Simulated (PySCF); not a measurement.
## SMILES S=CC1=NC=C(C#C)C=N1, C7H4N2S

Geometry:
```json
{"atom": "C1", "x (Å)": "3.914", "y (Å)": "0.707", "z (Å)": "-0.326"}
{"atom": "C2", "x (Å)": "2.727", "y (Å)": "0.484", "z (Å)": "-0.210"}
{"atom": "C3", "x (Å)": "1.337", "y (Å)": "0.226", "z (Å)": "-0.071"}
{"atom": "C4", "x (Å)": "0.666", "y (Å)": "-0.727", "z (Å)": "-0.856"}
{"atom": "N5", "x (Å)": "-0.628", "y (Å)": "-0.963", "z (Å)": "-0.724"}
{"atom": "C6", "x (Å)": "-1.293", "y (Å)": "-0.252", "z (Å)": "0.197"}
{"atom": "C7", "x (Å)": "-2.732", "y (Å)": "-0.556", "z (Å)": "0.298"}
{"atom": "S8", "x (Å)": "-3.787", "y (Å)": "0.135", "z (Å)": "1.307"}
{"atom": "N9", "x (Å)": "-0.755", "y (Å)": "0.675", "z (Å)": "0.995"}
{"atom": "C10", "x (Å)": "0.535", "y (Å)": "0.910", "z (Å)": "0.864"}
{"atom": "H11", "x (Å)": "4.966", "y (Å)": "0.904", "z (Å)": "-0.430"}
{"atom": "H12", "x (Å)": "1.213", "y (Å)": "-1.306", "z (Å)": "-1.609"}
{"atom": "H13", "x (Å)": "-3.036", "y (Å)": "-1.338", "z (Å)": "-0.414"}
{"atom": "H14", "x (Å)": "0.981", "y (Å)": "1.670", "z (Å)": "1.516"}
```

Computed with PySCF 2.14.0, quadratic response CAM-B3LYP/aug-cc-pVDZ first hyperpolarisability, Taylor convention, gas phase. Geometry: PBE0-D3(BJ)/def2-SVP.

**Question.** Give the tensor of the static β(0;0,0) in the axes of these coordinates.

**Answer.** In au, Taylor convention; rows are the first index (the induced dipole):
|  | xx | yy | zz | xy | xz | yz |
| --- | --- | --- | --- | --- | --- | --- |
| x | +1383.6 | +25.9 | +56.2 | +142.5 | -252.6 | -14.6 |
| y | +142.5 | -1.8 | +1.0 | +25.9 | -14.6 | -3.0 |
| z | -252.6 | -3.0 | -20.8 | -14.6 | +56.2 | +1.0 |

Norm of βᵢ = ⅓ Σⱼ (βᵢⱼⱼ + βⱼᵢⱼ + βⱼⱼᵢ): 1498.3 au, hyper-Rayleigh value 615.3 au.
